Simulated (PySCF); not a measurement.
**Calculated properties of `N[Si@@H]1CC[Si@H](N[SiH3])O1`**

C2H12N2OSi3.
Z-matrix (Å and degrees, GFN2-xTB geometry), rows numbered from 1:
```
N 
Si  1  1.7221
C   2  1.8991  1  111.96
C   3  1.5371  2  106.50  1  -139.17
Si  4  1.9066  3  107.49  2    28.35
N   5  1.7229  4  115.98  3    95.59
Si  6  1.7254  5  127.26  4    70.68
O   2  1.6349  1  105.81  3  -107.99
H   1  1.0059  2  117.63  3   -78.67
H   1  1.0077  2  116.08  3   148.63
H   2  1.4664  1  117.57  3   134.21
H   3  1.0895  2  114.78  1    97.73
H   3  1.0912  2  108.74  1   -21.59
H   4  1.0919  3  108.93  2   -89.54
H   4  1.0906  3  111.00  2   153.72
H   5  1.4596  4  114.23  3  -132.94
H   6  1.0061  5  114.99  4  -101.80
H   7  1.4630  6  107.85  5    51.21
H   7  1.4685  6  111.59  5   -68.31
H   7  1.4635  6  105.97  5   171.69
```

Some functional groups and rings: Si–H bond, siloxane link and C–Si bond.

GFN2-xTB geometry:

```
Point group of the GFN2-xTB geometry                  : C1
Rotational constants A, B, C of the GFN2-xTB geometry : 2.542, 0.633, 0.588 GHz
```

PBE0/pcSseg-1 ground state and GIAO shieldings, non-relativistic (PySCF):

```
Dipole moment                                               : 1.84 D
HOMO energy                                                 : -7.09 eV
LUMO energy                                                 : 0.38 eV
HOMO–LUMO gap                                               : 7.47 eV
Lowest Hirshfeld atomic charge                              : -0.33 e on N6
Highest Hirshfeld atomic charge                             : +0.44 e on Si2/Si5
13C chemical shifts (computed TMS as zero) by class         : 12.5 (C3), 12.1 (C4) ppm
1H chemical shifts (computed TMS as zero) by class          : 5.37 (H11), 5.27 (H16), 4.75 (H18/H19/H20), 1.29 (H15), 0.98 (H12), 0.80 (H13), 0.61 (H14), 0.54 (H9/H10), 0.30 (H17) ppm
Isotropic shieldings of nuclei other than C and H, by class : 244 (N1), 253 (N6), 256 (O8), 349 (Si2), 352 (Si5), 413 (Si7) ppm
Mayer bond orders between heavy atoms                       : N1–Si2 1.07, Si2–C3 0.89, C3–C4 1.02, C4–Si5 0.86, Si5–N6 0.97, N6–Si7 0.97, Si5–O8 0.95, O8–Si2 0.92
```

Monoisotopic mass from the formula: 164.0257 u.

The rotational constants make it an asymmetric top with κ = (2B − A − C)/(A − C) = -0.95, nearer the prolate limit (−1). With B = h/(8π²I), that is 505.379 GHz u Å² over I, the principal moments of inertia are 198.8, 798.1 and 859.1 u Å² (most abundant isotopes). In atomic units the dipole is 0.72 e·bohr (1 au = 2.5417 D).

Isolated species at its GFN2-xTB geometry (one conformer only). NMR classes are plain means over equivalent atoms (diastereotopic ones count apart unless rotation or inversion swaps them), as if these changed places fast; in this geometry the members of some classes differ.

For the NMR shielding job (PBE0/pcSseg-1), hardware: an Arm Neoverse N1 with one thread, no GPU, on a shared host. Cost: 68 s of wall time, 1.1 GiB resident at most.
